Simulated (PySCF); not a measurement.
## Bond curve of SrGe⁺

Set-up: PySCF, scalar-relativistic core potentials, basis sets Sr def2-SVP with ECP28, Ge def2-SVP. Energies in eV from Sr⁺ + Ge in their ground configurations at the same level. All curves are PBE0. state 1: ⁴Σ⁻ (quartet), unpaired electrons σ ↑, π ↑↑; state 2: ²Π (doublet), unpaired electrons π ↑, a second solution, started from another occupation; state 3: Ms = 0.5 determinant of mixed spin (⟨S²⟩ near 1.8), unpaired electrons σ ↑, π ↑↓, a mixture of terms (⟨Lz²⟩ = 2.0), a second solution, started from another occupation; state 4: Ms = 0.5 determinant of mixed spin (⟨S²⟩ near 1.8), unpaired electrons σ ↓, π ↑↑, a second solution, started from another occupation.

| R (Å) | state 1 | state 2 | state 3 | state 4 |
| --- | --- | --- | --- | --- |
| 2.459 | -0.815 | 0.638 | -0.2718 | -0.2491 |
| 2.573 | -1.194 | -0.045 | -0.6536 | -0.6205 |
| 2.688 | -1.403 | -0.514 | -0.8663 | -0.8269 |
| 2.773 | -1.477 | -0.759 | -0.9443 | -0.9029 |
| 2.859 | -1.497 | -0.931 | -0.9703 | -0.9293 |
| 2.945 | -1.478 | -1.047 | -0.9567 | -0.9187 |
| 3.059 | -1.406 | -1.132 | -0.8944 | -0.8644 |
| 3.202 | -1.268 | -1.158 | -0.7704 | -0.7574 |
| 3.374 | -1.065 | -1.115 | -0.5878 | -0.6060 |
| 3.602 | -0.782 | -0.993 | -0.3355 | -0.4120 |

Problem. Put a parabola through the three lowest points of the state 1 curve and estimate Re, k and ωe (reduced mass 40.15 u; 1 eV/Å² = 0.16022 mdyn/Å; ωe = 1302.8·√(k/μ) cm⁻¹).

Solution. Through R = 2.773, 2.859, 2.945 Å the second-order coefficient is 2.64 eV/Å², so Re ≈ 2.860 Å, k ≈ 0.845 mdyn/Å and ωe ≈ 189 cm⁻¹. A polynomial fit of higher order to the unrounded PBE0 energies gives Re = 2.856 Å, k = 0.885 mdyn/Å, ωe = 193 cm⁻¹; anharmonicity and rounding make the difference.

The higher-order fit for each curve: state 1: Re = 2.856 Å, ωe = 193 cm⁻¹, De = 1.50 eV; state 2: Re = 3.184 Å, ωe = 143 cm⁻¹, minimum 1.16 eV below the ground-state fragments; state 3: Re = 2.869 Å, ωe = 187 cm⁻¹, minimum 0.97 eV below the ground-state fragments; state 4: Re = 2.873 Å, ωe = 179 cm⁻¹, minimum 0.93 eV below the ground-state fragments.

⟨S²⟩ of the unrestricted solution departs from its pure value on part of the curve, where spin states mix. Spin–orbit coupling is left out. For an ion De counts to the pair picked by the measured ionisation energies or electron affinities, which need not be the lowest pair at this level. The state was picked by a PBE0 search and need not be the measured ground state.
